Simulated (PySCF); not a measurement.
Al(F)(Cl)(Et) (C2H5AlClF), SMILES [Al]([CH2]C)([F])[Cl]. Heavy atoms are numbered as in [Al:1]([F:2])([Cl:3])[CH2:4][CH3:5]. Hydrogens are named by the atom that carries them.

The structure is a stationary point at B3LYP-D3(BJ)/def2-SVP. The structure was generated by enumeration; whether it is a known compound was not checked. The values are those of a single conformer.

Method: PBE/def2-TZVP in PySCF.

Atomic charges (e), one atom of each kind:

```json
[
 {"atom": "Al1", "Löwdin": "-0.24", "meta-Löwdin": "1.03"},
 {"atom": "F2", "Löwdin": "0.00", "meta-Löwdin": "-0.51"},
 {"atom": "Cl3", "Löwdin": "0.30", "meta-Löwdin": "(withheld)"},
 {"atom": "C4 (CH2)", "Löwdin": "-0.42", "meta-Löwdin": "(withheld)"},
 {"atom": "C5 (CH3)", "Löwdin": "-0.33", "meta-Löwdin": "-0.33"},
 {"atom": "H on C4", "Löwdin": "0.16", "meta-Löwdin": "(withheld)"},
 {"atom": "H on C5", "Löwdin": "0.13", "meta-Löwdin": "0.12"}
]
```

**Question.** Some entries are withheld; supply them. (An estimate is asked for; the answer gives what the named calculation found.)

**Answer.** 
- Cl3, meta-Löwdin: -0.31
- C4 (CH2), meta-Löwdin: -0.50
- H on C4, meta-Löwdin: 0.13
